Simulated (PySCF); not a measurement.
PySCF 2.14 output of an unrestricted r2SCAN calculation on a single atom or ion in aug-cc-pwCVTZ-DK with one added diffuse shell each of s, p, d, f, g type (11s10p8d5f4g, 152 functions), with the spin-free X2C one-electron Hamiltonian (Gaussian nucleus):

```
SCF conv_tol = 1e-09
number electrons alpha = 14  beta = 10
    J. W. Furness, A. D. Kaplan, J. Ning, J. P. Perdew, and J. Sun.,  J. Phys. Chem. Lett. 11, 8208-8215 (2020)
    J. W. Furness, A. D. Kaplan, J. Ning, J. P. Perdew, and J. Sun.,  J. Phys. Chem. Lett. 11, 9248-9248 (2020)
    J. W. Furness, A. D. Kaplan, J. Ning, J. P. Perdew, and J. Sun.,  J. Phys. Chem. Lett. 11, 8208-8215 (2020)
    J. W. Furness, A. D. Kaplan, J. Ning, J. P. Perdew, and J. Sun.,  J. Phys. Chem. Lett. 11, 9248-9248 (2020)
cycle= 1 E= -1391.05038968189  delta_E= -0.0098  |g|= 0.0277  |ddm|= 0.303
cycle= 2 E= -1391.05043232777  delta_E= -4.26e-05  |g|= 0.0238  |ddm|= 0.0411
cycle= 3 E= -1391.05050127781  delta_E= -6.9e-05  |g|= 0.00372  |ddm|= 0.022
cycle= 4 E= -1391.05050257887  delta_E= -1.3e-06  |g|= 0.000225  |ddm|= 0.00269
cycle= 5 E= -1391.0505025915  delta_E= -1.26e-08  |g|= 1.83e-05  |ddm|= 0.000348
cycle= 6 E= -1391.0505025916  delta_E= -1.06e-10  |g|= 1.67e-06  |ddm|= 3.54e-05
converged SCF energy = -1391.0505025916  <S^2> = 6.0014472  2S+1 = 5.0005789
```

The run itself started from symmetry-adapted Hartree-Fock orbitals and held the occupation by maximum overlap, on a logarithmic radial grid, so the iterations belong to that start.

Q: Which element, charge and spin multiplicity is this?

A: Co³⁺ (cobalt, charge +3), multiplicity 5; the state was [Ar] 3d6, high-spin 5D determinant.
